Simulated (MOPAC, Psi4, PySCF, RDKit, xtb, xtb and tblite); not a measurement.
Two geometries of C8H7N, SMILES C#Cc1cccc(N)c1, relaxed at GFN2-xTB with one dihedral held; other torsions can differ between them too.

Structure A

```
16

C      3.1260    -1.8418     0.4997
C      2.1636    -1.1399     0.3504
C      1.0295    -0.3099     0.1723
C      1.1931     1.0475    -0.1042
C      0.0755     1.8423    -0.2776
C     -1.1946     1.3068    -0.1809
C     -1.3708    -0.0511     0.0940
N     -2.6364    -0.5722     0.2652
C     -0.2465    -0.8539     0.2693
H      3.9678    -2.4538     0.6310
H      2.1865     1.4627    -0.1807
H      0.1939     2.8945    -0.4929
H     -2.0634     1.9349    -0.3179
H     -2.7204    -1.5746     0.2280
H     -3.3974    -0.0644    -0.1540
H     -0.3649    -1.9069     0.4840
```

Structure B

```
16

C      3.0994    -1.8273     0.6132
C      2.1441    -1.1292     0.4104
C      1.0200    -0.3004     0.1731
C      1.1965     1.0606    -0.0804
C      0.0903     1.8585    -0.2993
C     -1.1842     1.3219    -0.2655
C     -1.3713    -0.0407    -0.0351
N     -2.6421    -0.6082    -0.0502
C     -0.2589    -0.8446     0.1989
H      3.9337    -2.4384     0.7888
H      2.1923     1.4769    -0.0980
H      0.2183     2.9152    -0.4850
H     -2.0443     1.9546    -0.4367
H     -2.8308    -1.2458     0.7093
H     -3.3822     0.0754    -0.1403
H     -0.3923    -1.8981     0.3981
```

**Question.** Which is lower in energy at the level Psi4 with B3LYP-D3(BJ)/def2-SVP // GFN2-xTB, and by how much?

**Answer.** A is lower, by 0.90 kcal/mol (dihedral C6–C7–N8–H14: 165° in A, -135° in B).

E(B) − E(A) in kcal/mol at the other levels, on the same two geometries: GFN2-xTB (xtb and tblite) 1.17; MMFF94 // GFN2-xTB (RDKit) 0.98; B3LYP/def2-SVP // GFN2-xTB (Psi4) 0.90; PBE/def2-SVP // GFN2-xTB (Psi4) 1.00; PBE-D3(BJ)/def2-SVP // GFN2-xTB (Psi4) 1.00; UFF // GFN2-xTB (RDKit) 2.94; PM6, restricted, heats of formation // GFN2-xTB (MOPAC) 0.83; AM1, restricted, heats of formation // GFN2-xTB (MOPAC) 0.41; GFN1-xTB // GFN2-xTB (xtb) 0.80; restricted B3LYP/6-31G*, spherical d, density fitting // GFN2-xTB (PySCF) 0.54.
